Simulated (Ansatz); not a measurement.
Reactions of CH4BFOS, SMILES `COB(F)S`.

Isolated molecules relaxed with PBE0-D4/def2-TZVP in Ansatz; ΔE leaves out vibrations. CCSD(T)/CBS adds triple-zeta CCSD(T) − MP2 to the extrapolated MP2 energy (def2 sets, frozen cores). Small cases extrapolate CCSD(T) itself. Functionals use def2-TZVPP. def2 core potentials past Kr. For Ga, Sn outer-core shells are correlated without core-valence functions, which leaves a few kJ/mol of doubt a bond. Scalar relativity is left out up to krypton. One conformer a species, not always the lowest.

```json
{"reaction": "`COB(F)S` + `C[O][Ga]([SH])[SH]` → `COB(S)S` + `C[O][Ga]([F])[SH]`", "CCSD(T)/CBS(def2) (kJ/mol)": "80"}
{"reaction": "`COB(F)S` + H₂ → `COBF` + H₂S", "CCSD(T)/CBS(def2) (kJ/mol)": "36"}
{"reaction": "`COB(F)S` + BH₃ → `BB(F)OC` + H₂S", "CCSD(T)/CBS(def2) (kJ/mol)": "?"}
{"reaction": "`COB(F)S` + HCl → `COB(S)Cl` + H–F", "CCSD(T)/CBS(def2) (kJ/mol)": "46"}
{"reaction": "`COB(F)S` + H₂S → `COB(S)S` + H–F", "CCSD(T)/CBS(def2) (kJ/mol)": "68"}
{"reaction": "`COB(F)S` + CH₄ → `COB(C)S` + H–F", "CCSD(T)/CBS(def2) (kJ/mol)": "126"}
{"reaction": "`COB(F)S` + HCl → `FB(S)Cl` + CH₃OH", "CCSD(T)/CBS(def2) (kJ/mol)": "?"}
{"reaction": "`COB(F)S` + `CO[SiH2][SnH3]` → `COB(S)OC` + `F[SiH2][SnH3]`", "CCSD(T)/CBS(def2) (kJ/mol)": "-29"}
```

**Question.** Fill in the missing values. (Best estimate.)

**Answer.** Ansatz gave: `COB(F)S` + BH₃ → `BB(F)OC` + H₂S: +80.5 kJ/mol; `COB(F)S` + HCl → `FB(S)Cl` + CH₃OH: +51.9 kJ/mol.

Largest T1 diagnostic: 0.014, for `C[O][Ga]([F])[SH]`.

Extrapolated directly: `COB(F)S` + HCl → `COB(S)Cl` + H–F; `COB(F)S` + H₂S → `COB(S)S` + H–F.
